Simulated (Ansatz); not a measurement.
`N#C[SiH2][GaH2]` + H₂Se → `[GaH2][SeH]` + `N#C[SiH3]` at 700 K and 1 bar (cleavage of the Ga–Si bond).

Computed with Ansatz on PBE0-D4/def2-TZVP structures; ΔE is electronic, products minus reactants. CBS: MP2 limit from def2 TZ/QZ plus the TZ coupled-cluster correction, frozen cores. This one scheme is used for every species. For Ga, Se outer-core shells are correlated without core-valence functions, which leaves a few kJ/mol of doubt a bond. Scalar relativity is left out up to krypton.

```tsv
species	CCSD(T)/CBS energy (Eh)	H − E (kJ/mol)	S (J/(mol·K))
`N#C[SiH2][GaH2]`	-2308.14688	172.3	460.9
H₂Se	-2401.89790	61.1	251.1
`[GaH2][SeH]`	-4326.46797	101.2	355.1
`N#C[SiH3]`	-383.61554	133.4	333.7
```

H − E and S are ideal-gas, rigid-rotor, harmonic terms from PBE0-D4/def2-TZVP. 1 Eh = 2625.50 kJ/mol, R = 8.31446 J/(mol·K).

Question: By hand: ΔE, ΔH, ΔS and ΔG.

Answer: ΔE = (-4326.46797) + (-383.61554) − (-2308.14688) − (-2401.89790) = -0.03873 Eh = -101.7 kJ/mol. Δ(H − E) = 101.2 + 133.4 − 172.3 − 61.1 = 1.2, so ΔH = -100.5 kJ/mol. ΔS = 355.1 + 333.7 − 460.9 − 251.1 = -23.2 J/(mol·K). ΔG = -100.5 − 700 × (-23.2)/1000 = -84.3 kJ/mol.

Question: By hand: the equilibrium constant, and the temperature at which ΔG would vanish if ΔH and ΔS stayed fixed.

Answer: log₁₀ K = −ΔG/(RT ln 10) = 6.3. ΔG = 0 at ΔH/ΔS = 4332 K, far beyond where these terms or the molecules hold.

ΔH outweighs TΔS. A doubt of 5 kJ/mol in ΔE shifts log₁₀ K by 0.4 here. Modes under 60 cm⁻¹, often nearly free rotors, make the harmonic entropy too high. These are equilibria of isolated gas molecules and say nothing of rates. Largest T1 diagnostic: 0.014 (customary marks: 0.02 for closed shells, 0.045 for open ones).
